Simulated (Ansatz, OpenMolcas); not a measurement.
C3H9Sb (trimethylantimony): the vertical ionisation energy, rung by rung

The species is C3H9Sb (13 atoms), meant as a singlet with charge 0. As SMILES, `C[Sb](C)C`. The coordinates come from a PBE0-D4/def2-TZVP relaxation.

Each level gives the vertical ionisation energy (to the doublet cation) (eV). The values are calculated.

```json
{"level": "SVWN5/def2-SVP (core potential)", "kind": "LDA", "program": "OpenMolcas", "value (eV)": "8.42", "CPU time (all runs)": "2.5 min"}
{"level": "revPBE/def2-SVP (core potential)", "kind": "GGA", "program": "Ansatz", "value (eV)": "8.17", "CPU time (all runs)": "17 s"}
{"level": "M06-L/def2-SVP (core potential)", "kind": "meta-GGA", "program": "OpenMolcas", "value (eV)": "8.27", "CPU time (all runs)": "5.6 min"}
{"level": "r2SCAN0/def2-SVP (core potential)", "kind": "hybrid meta-GGA", "program": "Ansatz", "value (eV)": "8.37", "CPU time (all runs)": "35 s"}
{"level": "CAM-B3LYP/def2-SVP (core potential)", "kind": "range-separated hybrid", "program": "Ansatz", "value (eV)": "8.44", "CPU time (all runs)": "25 s"}
{"level": "HSE06/def2-SVP (core potential)", "kind": "range-separated hybrid", "program": "Ansatz", "value (eV)": "8.32", "CPU time (all runs)": "23 s"}
{"level": "B2PLYP/def2-SVP (core potential)", "kind": "double hybrid", "program": "Ansatz", "value (eV)": "8.29", "CPU time (all runs)": "31 s"}
{"level": "RPA@PBE0/def2-SVP (core potential)", "kind": "RPA", "program": "Ansatz", "value (eV)": "8.28", "CPU time (all runs)": "47 s"}
{"level": "MP2/def2-SVP (core potential)", "kind": "perturbation theory", "program": "Ansatz", "value (eV)": "8.19", "CPU time (all runs)": "13 s"}
```

Spin-orbit coupling, which can split open shells on such heavy atoms by tenths of an eV, is left out. The values span 8.17 to 8.44 eV. In the correlated wave-function rows the outer d shell of Sb is correlated, in sets not made for it. Times are those of the runs behind each value, whatever else they computed, on shared processors of several kinds: orders of magnitude only.
